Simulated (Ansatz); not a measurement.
System: YCl, net charge 0, singlet state. 
Coordinates optimised at B3LYP-D3(BJ)/def2-TZVP (Ansatz, a first-principles code):
```xyz
2

Y      0.0000     0.0000    -0.7285
Cl     0.0000     0.0000     1.6713
```
Charge 0, spin multiplicity 1.

Property: atomisation energy (electronic, to ground-state atoms), in kJ/mol. Valence correlation only, unless marked. Open shells are spin-unrestricted. Spin-orbit coupling is left out. Frozen are the shells of the preceding noble gas and the d and f shells that filled before the atom's block. Past Kr the def2 sets carry scalar-relativistic core potentials. 

```tsv
level	program	atomisation energy (kJ/mol)
SVWN5/def2-TZVPD	Ansatz	574.8
PBE/def2-TZVPD	Ansatz	511.4
B3LYP-D4/def2-TZVPD	Ansatz + dftd4	501.6
BHLYP-D4/def2-TZVPD	Ansatz + dftd4	491.4
CAM-B3LYP-D3(BJ)/def2-TZVPD	Ansatz + dftd3	503.0
CAM-B3LYP-D4/def2-TZVPD	Ansatz + dftd4	503.4
LC-wPBE-D3(BJ)/def2-TZVPD	Ansatz + dftd3	506.7
RI-MP2/def2-QZVPPD	Ansatz	540.6
CCSDT/def2-SVP	Ansatz	497.4
```

The Hartree-Fock reference is unstable (checked in the largest basis), which strains HF and MP2.
